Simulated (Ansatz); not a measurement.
Start from `CC(C)(C)O[Si]Cl` and change one atom or group to get `CC(C)(C)[O][AlH2]`.

Ansatz, PBE0-D4/def2-TZVP geometries, multiplicity 1. Each molecule was computed in one conformer, which needn't be the lowest.

| property | `CC(C)(C)O[Si]Cl` |
| --- | --- |
| LUMO energy (PBE0/def2-TZVPP) / eV | -1.73 |
| HOMO–LUMO gap (PBE/def2-TZVPP) / eV | 3.58 |
| HOMO–LUMO gap (PBE0/def2-TZVPP) / eV | 5.47 |
| size of the dipole moment (B3LYP/def2-TZVPP) / D | 2.35 |
| HOMO energy (B3LYP/def2-TZVPP) / eV | -7.01 |
| size of the dipole moment (ωB97M-V/def2-TZVPP) / D | 2.33 |

(1) What does the change do to each property? (Best estimate.)

## Answers

(1) Computed: 
| property | `CC(C)(C)[O][AlH2]` | shift |
| --- | --- | --- |
| LUMO energy (PBE0/def2-TZVPP) / eV | -0.91 | 0.82 |
| HOMO–LUMO gap (PBE/def2-TZVPP) / eV | 4.73 | 1.15 |
| HOMO–LUMO gap (PBE0/def2-TZVPP) / eV | 6.90 | 1.43 |
| size of the dipole moment (B3LYP/def2-TZVPP) / D | 1.16 | -1.19 |
| HOMO energy (B3LYP/def2-TZVPP) / eV | -7.60 | -0.59 |
| size of the dipole moment (ωB97M-V/def2-TZVPP) / D | 1.17 | -1.16 |

With PBE0 the HOMO falls by 0.61 eV and the LUMO rises by 0.82 eV, so the gap widens by about 1.43 eV. PBE moves the HOMO by -0.31 eV and ωB97M-V by -0.81 eV. Dipoles are sizes alone; their direction can turn.

B3LYP here is the variant with VWN-RPA as its local correlation; programs differ in this.
